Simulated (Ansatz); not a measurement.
# Reading a saddle point

A first-order saddle point of Si₂H₆ClOF₃, singlet, PBE0-D4/def2-TZVP, with one imaginary mode of 1324i cm⁻¹:

```tsv
atom	x (Å)	y (Å)	z (Å)
Si1	-0.9608	0.1465	0.5388
Si2	0.9909	-1.4141	-0.1100
F3	-2.3498	-0.3137	-0.0898
F4	-0.8808	-0.9859	1.6959
Cl5	-1.1436	1.7903	1.7459
H6	0.3926	1.5167	-0.7969
O7	-0.6317	1.1297	-0.9858
H8	0.9977	0.3355	0.1478
F9	1.5054	1.4441	-0.2462
H10	1.6256	-2.0039	1.0839
H11	-0.1819	-2.1988	-0.5780
H12	1.9348	-1.2487	-1.2400
H13	-1.2985	1.8024	-1.1655
```

Ansatz 0.2.0; basis: def2-TZVPP and def2-QZVPP; cores frozen in the correlated methods. Extrapolation: Hartree–Fock as exp(−7.88 √X), correlation as X^−2.97.

(1) Which contacts change along the imaginary mode, and what lies on either side? (Judge from chemistry; the calculation decides.)

(2) Which side is lower, and how far does the saddle lie above each? (To be estimated.)

T1 diagnostic: at most 0.013.

Answers

(1) The calculation gives: The step is Si₂H₃ClF₂ ([F][Si]([F])([SiH3])[Cl]) + H₂O + HF → SiHClOF₂ ([OH][Si]([F])([F])[Cl]) + SiH₄ + HF, with the molecules in contact on both sides. Shortening one way: Si1–O7, Si2–H8, H6–F9; lengthening the same way: Si1–Si2, H6–O7, H8–F9.
| pair | one side (Å) | saddle (Å) | other side (Å) |
| --- | --- | --- | --- |
| Si1–O7 | 2.88 | 1.84 | 1.63 |
| Si2–H8 | 4.10 | 1.77 | 1.49 |
| H6–F9 | 1.92 | 1.24 | 0.93 |
| Si1–Si2 | 2.33 | 2.58 | 4.42 |
| H6–O7 | 0.97 | 1.11 | 1.75 |
| H8–F9 | 0.93 | 1.28 | 3.01 |

(2) Computed: The side with Si1–O7, Si2–H8, H6–F9 short is lower by 1.056 eV; the saddle lies 3.080 eV above it and 2.024 eV above the other (CCSD(T) at an estimated basis limit (MP2 extrapolated from triple and quadruple zeta, plus CCSD(T) − MP2 in triple zeta); electronic energies).

Labels in which every atom is bracketed show which atoms are joined, not bond orders.

For scale, one of the runs: CCSD(T)/def2-TZVPP, 334 basis functions, launched by `ansatz run in.yaml --threads 4 --pin off --events-out ev --progress --plain --max-ram 66560MiB --backend cuda --devices 0, --max-vram 37GiB`. Hardware: 4 CPU threads of an AMD EPYC 7R13 and a share of one NVIDIA H100, shared host. Wall time 16 s; peak host memory 0.84 GiB.
